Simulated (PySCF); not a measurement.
## Spinor energies of Tm (thulium, neutral)

Start: [Xe] 4f13 6s2; 4f5/2 filled at m_j = -3/2, -1/2, +1/2, +3/2, +5/2; 4f7/2 filled at m_j = -7/2, -5/2, -3/2, -1/2, +1/2, +3/2, +5/2, +7/2. Calculated with PySCF 2.14 in x2c-TZVPall-2c with one added diffuse shell each of s, p, d, f type (12s12p11d5f1g, 147 functions): generalised Hartree-Fock with the X2C-1e Hamiltonian and a Gaussian nucleus; one run each with spin-orbit coupling (SO) screened by Boettger's factors, then bare. This is a chosen level, not necessarily the ground level.

```json
{"spinor shell": "1s1/2", "electrons": "2", "ε, screened SO (eV)": "-59679.0", "ε, bare SO (eV)": "-59678.0", "weight of nominal j (bare SO)": "1.000", "rms radius, bare SO (bohr)": "0.0227"}
{"spinor shell": "2s1/2", "electrons": "2", "ε, screened SO (eV)": "-10197.5", "ε, bare SO (eV)": "-10197.3", "weight of nominal j (bare SO)": "1.000", "rms radius, bare SO (bohr)": "0.0917"}
{"spinor shell": "2p1/2", "electrons": "2", "ε, screened SO (eV)": "-9700.9", "ε, bare SO (eV)": "-9725.1", "weight of nominal j (bare SO)": "1.000", "rms radius, bare SO (bohr)": "0.0781"}
{"spinor shell": "2p3/2", "electrons": "4", "ε, screened SO (eV)": "-8715.5", "ε, bare SO (eV)": "-8707.1", "weight of nominal j (bare SO)": "1.000", "rms radius, bare SO (bohr)": "0.0852"}
{"spinor shell": "3s1/2", "electrons": "2", "ε, screened SO (eV)": "-2347.0", "ε, bare SO (eV)": "-2347.0", "weight of nominal j (bare SO)": "1.000", "rms radius, bare SO (bohr)": "0.235"}
{"spinor shell": "3p1/2", "electrons": "2", "ε, screened SO (eV)": "-2128.2", "ε, bare SO (eV)": "-2133.4", "weight of nominal j (bare SO)": "1.000", "rms radius, bare SO (bohr)": "0.226"}
{"spinor shell": "3p3/2", "electrons": "4", "ε, screened SO (eV)": "-1916.3", "ε, bare SO (eV)": "-1914.6", "weight of nominal j (bare SO)": "1.000", "rms radius, bare SO (bohr)": "0.241"}
{"spinor shell": "3d3/2", "electrons": "4", "ε, screened SO (eV)": "-1547.2", "ε, bare SO (eV)": "-1552.0", "weight of nominal j (bare SO)": "1.000", "rms radius, bare SO (bohr)": "0.214"}
{"spinor shell": "3d5/2", "electrons": "6", "ε, screened SO (eV)": "-1501.8", "ε, bare SO (eV)": "-1498.7", "weight of nominal j (bare SO)": "1.000", "rms radius, bare SO (bohr)": "0.218"}
{"spinor shell": "4s1/2", "electrons": "2", "ε, screened SO (eV)": "-489.42", "ε, bare SO (eV)": "-489.46", "weight of nominal j (bare SO)": "1.000", "rms radius, bare SO (bohr)": "0.530"}
{"spinor shell": "4p1/2", "electrons": "2", "ε, screened SO (eV)": "-399.46", "ε, bare SO (eV)": "-400.74", "weight of nominal j (bare SO)": "1.000", "rms radius, bare SO (bohr)": "0.541"}
{"spinor shell": "4p3/2", "electrons": "4", "ε, screened SO (eV)": "-351.94", "ε, bare SO (eV)": "-351.56", "weight of nominal j (bare SO)": "1.000", "rms radius, bare SO (bohr)": "0.574"}
{"spinor shell": "4d3/2", "electrons": "4", "ε, screened SO (eV)": "-202.79", "ε, bare SO (eV)": "-203.84", "weight of nominal j (bare SO)": "0.996", "rms radius, bare SO (bohr)": "0.610"}
{"spinor shell": "4d5/2", "electrons": "6", "ε, screened SO (eV)": "-195.45", "ε, bare SO (eV)": "-194.86", "weight of nominal j (bare SO)": "0.997", "rms radius, bare SO (bohr)": "0.625"}
{"spinor shell": "5s1/2", "electrons": "2", "ε, screened SO (eV)": "-64.705", "ε, bare SO (eV)": "-64.722", "weight of nominal j (bare SO)": "1.000", "rms radius, bare SO (bohr)": "1.33"}
{"spinor shell": "5p1/2", "electrons": "2", "ε, screened SO (eV)": "-37.670", "ε, bare SO (eV)": "-37.815", "weight of nominal j (bare SO)": "0.996", "rms radius, bare SO (bohr)": "1.51"}
{"spinor shell": "4f5/2", "electrons": "5", "ε, screened SO (eV)": "-14.331", "ε, bare SO (eV)": "-14.939", "weight of nominal j (bare SO)": "0.976", "rms radius, bare SO (bohr)": "0.872"}
{"spinor shell": "4f7/2", "electrons": "8", "ε, screened SO (eV)": "-13.250", "ε, bare SO (eV)": "-12.877", "weight of nominal j (bare SO)": "0.985", "rms radius, bare SO (bohr)": "0.905"}
{"spinor shell": "6s1/2", "electrons": "2", "ε, screened SO (eV)": "-5.290", "ε, bare SO (eV)": "-5.291", "weight of nominal j (bare SO)": "1.000", "rms radius, bare SO (bohr)": "4.58"}
```

Q: Where does 5p3/2 lie, and what is the 5p spin-orbit splitting (bare SO)?

A: At -31.697 eV, 6.118 eV above 5p1/2.

| quantity | screened SO | bare SO |
| --- | --- | --- |
| E (hartree) | -13569.19839 | -13570.01129 |
| M_J | 5/2 | 5/2 |
| ⟨J²⟩ | 8.792 | 8.770 |
| ⟨L²⟩ | 12.107 | 12.119 |
| ⟨S²⟩ | 0.849 | 0.861 |

Each row is a mean over spinors that exchange with the open shell spreads, by up to 8.781 eV (4d3/2).

Breit and QED terms are absent; they matter most for the inner s and p1/2 levels.

Densities and radii are taken from the X2C orbitals without a picture-change correction, which distorts them close to the nucleus.
